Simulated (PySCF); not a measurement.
Spinor energies of Sn⁺ (tin, charge +1)

Start: [Kr] 4d10 5s2 5p1; 5p3/2 filled at m_j = +3/2. Calculated with PySCF 2.14 in x2c-SVPall-2c (6s8p4d, 50 functions): generalised Hartree-Fock with the X2C-1e Hamiltonian and a Gaussian nucleus; one run each with spin-orbit coupling (SO) screened by Boettger's factors, then bare. This is a chosen level, not necessarily the ground level.

```json
{"spinor shell": "1s1/2", "electrons": "2", "ε, screened SO (eV)": "-29347.8", "ε, bare SO (eV)": "-29347.6", "weight of nominal j (bare SO)": "1.000", "rms radius, bare SO (bohr)": "0.0333"}
{"spinor shell": "2s1/2", "electrons": "2", "ε, screened SO (eV)": "-4528.7", "ε, bare SO (eV)": "-4528.7", "weight of nominal j (bare SO)": "1.000", "rms radius, bare SO (bohr)": "0.136"}
{"spinor shell": "2p1/2", "electrons": "2", "ε, screened SO (eV)": "-4221.2", "ε, bare SO (eV)": "-4228.4", "weight of nominal j (bare SO)": "1.000", "rms radius, bare SO (bohr)": "0.117"}
{"spinor shell": "2p3/2", "electrons": "4", "ε, screened SO (eV)": "-3987.9", "ε, bare SO (eV)": "-3984.9", "weight of nominal j (bare SO)": "1.000", "rms radius, bare SO (bohr)": "0.123"}
{"spinor shell": "3s1/2", "electrons": "2", "ε, screened SO (eV)": "-920.13", "ε, bare SO (eV)": "-920.11", "weight of nominal j (bare SO)": "1.000", "rms radius, bare SO (bohr)": "0.361"}
{"spinor shell": "3p1/2", "electrons": "2", "ε, screened SO (eV)": "-793.31", "ε, bare SO (eV)": "-794.65", "weight of nominal j (bare SO)": "1.000", "rms radius, bare SO (bohr)": "0.354"}
{"spinor shell": "3p3/2", "electrons": "4", "ε, screened SO (eV)": "-749.34", "ε, bare SO (eV)": "-748.78", "weight of nominal j (bare SO)": "1.000", "rms radius, bare SO (bohr)": "0.366"}
{"spinor shell": "3d3/2", "electrons": "4", "ε, screened SO (eV)": "-526.89", "ε, bare SO (eV)": "-528.22", "weight of nominal j (bare SO)": "1.000", "rms radius, bare SO (bohr)": "0.340"}
{"spinor shell": "3d5/2", "electrons": "6", "ε, screened SO (eV)": "-518.11", "ε, bare SO (eV)": "-517.24", "weight of nominal j (bare SO)": "1.000", "rms radius, bare SO (bohr)": "0.343"}
{"spinor shell": "4s1/2", "electrons": "2", "ε, screened SO (eV)": "-168.27", "ε, bare SO (eV)": "-168.27", "weight of nominal j (bare SO)": "1.000", "rms radius, bare SO (bohr)": "0.872"}
{"spinor shell": "4p1/2", "electrons": "2", "ε, screened SO (eV)": "-123.69", "ε, bare SO (eV)": "-123.94", "weight of nominal j (bare SO)": "1.000", "rms radius, bare SO (bohr)": "0.931"}
{"spinor shell": "4d3/2", "electrons": "4", "ε, screened SO (eV)": "-44.381", "ε, bare SO (eV)": "-44.546", "weight of nominal j (bare SO)": "0.995", "rms radius, bare SO (bohr)": "1.18"}
{"spinor shell": "4d5/2", "electrons": "6", "ε, screened SO (eV)": "-43.344", "ε, bare SO (eV)": "-43.241", "weight of nominal j (bare SO)": "0.997", "rms radius, bare SO (bohr)": "1.19"}
{"spinor shell": "5s1/2", "electrons": "2", "ε, screened SO (eV)": "-20.991", "ε, bare SO (eV)": "-20.994", "weight of nominal j (bare SO)": "0.999", "rms radius, bare SO (bohr)": "2.53"}
{"spinor shell": "5p3/2", "electrons": "1", "ε, screened SO (eV)": "-13.707", "ε, bare SO (eV)": "-13.701", "weight of nominal j (bare SO)": "1.000", "rms radius, bare SO (bohr)": "3.23"}
```

Q: Where does 4p3/2 lie, and what is the 4p spin-orbit splitting (bare SO)?

A: At -115.77 eV, 8.166 eV above 4p1/2.

| quantity | screened SO | bare SO |
| --- | --- | --- |
| E (hartree) | -6173.58402 | -6173.71385 |
| M_J | 3/2 | 3/2 |
| ⟨J²⟩ | 3.760 | 3.760 |
| ⟨L²⟩ | 2.022 | 2.024 |
| ⟨S²⟩ | 0.768 | 0.770 |

Each row is a mean over spinors that exchange with the open shell spreads, by up to 1.926 eV (5s1/2).

Breit and QED terms are absent; they matter most for the inner s and p1/2 levels.

Densities and radii are taken from the X2C orbitals without a picture-change correction, which distorts them close to the nucleus.
